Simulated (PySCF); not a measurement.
# Run times: rhodium in aug-cc-pwCVTZ-DK

Measured wall times of calculations with PySCF 2.14 in aug-cc-pwCVTZ-DK (11s10p8d4f3g, 136 functions), with the spin-free X2C one-electron Hamiltonian (Gaussian nucleus), run from one Python driver. Hardware: 1 thread of Neoverse-V1 on a shared host, 1.3 GiB allowed. The two-electron integrals over 136 functions were computed once and kept in memory (10 CPU seconds with the set-up); the times below exclude them. Kohn-Sham runs start from converged Hartree-Fock orbitals.

Launch command (the driver calls PySCF for each step listed in the task file):

```bash
OMP_NUM_THREADS=1 python atomrun2.py TASK.json OUT
```

```
         species                           step  iterations  wall time (s)
Rh⁺ [Kr] 4d7 5p1  UHF with spin-orbit constants          12            9.6
Rh⁺ [Kr] 4d7 5p1                            LDA           9            4.5
Rh⁺ [Kr] 4d7 5p1                            PBE           8              6
Rh⁺ [Kr] 4d7 5p1                           PBE0          10             12
Rh⁺ [Kr] 4d7 5p1                         r2SCAN           9             17
Rh⁺ [Kr] 4d7 5p1                           MN15          13             29
Rh⁺ [Kr] 4d7 5p1                           BP86           8              6
Rh⁺ [Kr] 4d7 5p1                           BLYP           8              6
Rh⁺ [Kr] 4d7 5p1              MP2 (8 electrons)                        2.1
```

(1) Roughly how long does MP2 (16 electrons) take for Rh⁺ [Kr] 4d7 5p1 here?

Peak memory of the process: 0.77 GiB. Times on a shared host vary from run to run.

## Answers

(1) About 3.1 s.
